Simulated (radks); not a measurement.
Task: Cl III, 15 electrons, occupied as [Ne] 3s1 3p3 3d1 (not the ground configuration). Calculated with a radial shooting solver on a logarithmic mesh with Libxc functionals: Dirac Kohn-Sham, LDA (Slater exchange, Perdew-Wang correlation), spin-unpolarised, spherical densities, point nucleus; open shells are shared between the two j in proportion to 2j + 1. Some entries of the table are withheld. Estimate them.

orbital,occ.,eigenvalue (eV),<r^2> (bohr^2),<r> (bohr)
1s1/2,2,-2775.693,0.01119,0.09120
2s1/2,2,-283.6448,(1),0.4448
2p1/2,2,(2),0.2041,0.4047
2p3/2,4,(3),0.2063,0.4070
3s1/2,1,-47.0542,2.333,1.424
3p1/2,1,-33.8824,2.867,1.567
3p3/2,2,-33.7077,2.889,1.573
3d3/2,0.4,-15.6686,5.134,2.055
3d5/2,0.6,-15.6596,5.140,2.056
4s1/2,0,-13.3360,14.75,3.617
4p1/2,0,-10.1706,19.71,4.171
4p3/2,0,-10.1387,19.82,4.182
4d3/2,0,-5.9803,38.09,5.752
4d5/2,0,-5.9782,38.12,5.754
4f5/2,0,-4.1487,51.49,6.722
4f7/2,0,-4.1486,51.50,6.722

Result: 
(1) 2s1/2 <r^2> (bohr^2): 0.2352
(2) 2p1/2 eigenvalue (eV): -224.8845
(3) 2p3/2 eigenvalue (eV): -223.1798
